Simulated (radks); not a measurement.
Problem. Valence configurations of Te2+ (all share [Kr]). Method: scalar-relativistic Kohn-Sham, BLYP, spin-polarised, spherical densities, point nucleus; open shells are filled with parallel spins first (spin-orbit coupling, left out, can overturn this in heavy ions); computed with a radial shooting solver on a logarithmic mesh with Libxc functionals. Order these by energy: 4d9 5s1 5p4; 4d8.5 5s0.5 5p5; 4d10 5s1.5 5p2.5; 4d10 5s1 5p3; 4d10 5p4; 4d9 5s2 5p3; 4d9 5s1.5 5p3.5; 4d9.5 5s0.5 5p4; 4d9.5 5s2 5p2.5; 4d10 5s2 5p2.

Solution. From the lowest, in eV above it: 4d10 5s2 5p2 0.000; 4d10 5s1.5 5p2.5 4.367; 4d10 5s1 5p3 8.456; 4d9.5 5s2 5p2.5 19.361; 4d10 5p4 21.151; 4d9.5 5s0.5 5p4 35.672; 4d9 5s2 5p3 39.761; 4d9 5s1.5 5p3.5 45.308; 4d9 5s1 5p4 50.880; 4d8.5 5s0.5 5p5 80.380. NIST lists [Kr] 4d10 5s2 5p2 as the ground configuration; this level of theory agrees among the configurations tried. The energies are those of spherical high-spin densities, not of single terms.
